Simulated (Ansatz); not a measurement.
The cluster Ge₃Te₇⁻. Total charge -1; doublet. Geometry PBE-D4/def2-SVP, that of the neutral singlet; atoms count from 1.

Cartesian coordinates in Å:
```
Ge -0.168 1.755 -2.457
Ge -2.066 0.637 0.962
Ge -0.363 -0.749 -0.205
Te 1.468 1.295 -0.150
Te 0.675 -2.988 0.684
Te -3.475 0.190 2.840
Te -1.626 2.828 -0.314
Te 2.854 -1.715 1.801
Te -1.005 -0.824 -2.686
Te 3.705 -0.430 -0.473
```

In the def2 sets Te takes a core potential; there is no spin–orbit coupling. The gap within one spin of the charge -1 doublet nearly closes, so an electron or hole may be smeared out by delocalisation error. The structure comes from a short search, and lower isomers may exist.

Question: Estimate the Mulliken populations from the PBE/def2-SVP orbitals of Ansatz.

Answer: 
```csv
atom,charge (e),spin (α − β)
Ge1,0.03,0.09
Ge2,0.15,0.13
Ge3,0.01,0.14
Te4,-0.02,0.22
Te5,-0.14,0.16
Te6,-0.32,0.03
Te7,-0.22,-0.01
Te8,-0.12,0.17
Te9,-0.22,0.00
Te10,-0.15,0.08
```
Mulliken values and Mayer orders depend strongly on the basis.

Question: Where does the spin sit?

Answer: Summed by element: Ge 0.35, Te 0.65, of 1 unpaired in all. Largest on single atoms: Te4 0.22, Te8 0.17, Te5 0.16.

Question: And the Mayer bond orders between bonded heavy atoms (over 0.3)?

Answer: Ge1–Te4 0.69 (2.87 Å); Ge1–Te7 0.78 (2.81 Å); Ge1–Te9 0.92 (2.72 Å); Ge2–Ge3 0.74 (2.49 Å); Ge2–Te6 1.63 (2.39 Å); Ge2–Te7 0.98 (2.57 Å); Ge3–Te4 0.62 (2.75 Å); Ge3–Te5 0.98 (2.62 Å); Ge3–Te9 0.99 (2.56 Å); Te4–Te10 0.81 (2.84 Å); Te5–Te8 0.85 (2.76 Å); Te8–Te10 1.07 (2.75 Å).
